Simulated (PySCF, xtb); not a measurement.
1-chloro-1,3-difluorobuta-1,2-diene (C4H3ClF2), SMILES CC(F)=C=C(F)Cl.

xtb 6.7.1 with GFN2-xTB at its own geometry gives an orbital gap of 4.59 eV and a dipole moment of 2.95 D.

Geometry: B3LYP-D3(BJ)/def2-SVP.

Question: What does PBE/def2-TZVP in PySCF give? (An estimate is asked for; the answer gives what the named calculation found.)

Answer: gap 4.68 eV (levels -6.50 and -1.83 eV), dipole 2.18 D.
